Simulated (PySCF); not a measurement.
Spinor energies of Tl⁵³⁺ (thallium, charge +53)

Start: [Ar] 3d10. Calculated with PySCF 2.14 in an uncontracted even-tempered set (18 s from 5.1 bohr⁻², ratio 2.6; 15 p from 6.6 bohr⁻², ratio 2.6; 10 d from 6.6 bohr⁻², ratio 2.6; 5 f from 6.8 bohr⁻², ratio 2.8): generalised Hartree-Fock with the X2C-1e Hamiltonian and a Gaussian nucleus; spin-orbit coupling (SO) screened by Boettger's factors.

| spinor shell | electrons | ε, screened SO (eV) | weight of nominal j (screened SO) | rms radius, screened SO (bohr) |
| --- | --- | --- | --- | --- |
| 1s1/2 | 2 | -89010.8 | 1.000 | 0.0184 |
| 2s1/2 | 2 | -18415.5 | 1.000 | 0.0741 |
| 2p1/2 | 2 | -17787.5 | 1.000 | 0.0626 |
| 3s1/2 | 2 | -6546.6 | 1.000 | 0.185 |
| 3p1/2 | 2 | -6271.6 | 1.000 | 0.177 |
| 3p3/2 | 4 | -5779.2 | 1.000 | 0.192 |
| 3d3/2 | 4 | -5346.2 | 1.000 | 0.167 |
| 3d5/2 | 6 | -5240.5 | 1.000 | 0.171 |

Q: Where does 2p3/2 lie, and what is the 2p spin-orbit splitting (screened SO)?

A: At -15705.4 eV, 2082.1 eV above 2p1/2.

```tsv
quantity	screened SO
E (hartree)	-18081.15082
M_J	0
⟨J²⟩	0.000
⟨L²⟩	0.092
⟨S²⟩	0.092
```

Breit and QED terms are absent; they matter most for the inner s and p1/2 levels.

Densities and radii are taken from the X2C orbitals without a picture-change correction, which distorts them close to the nucleus.
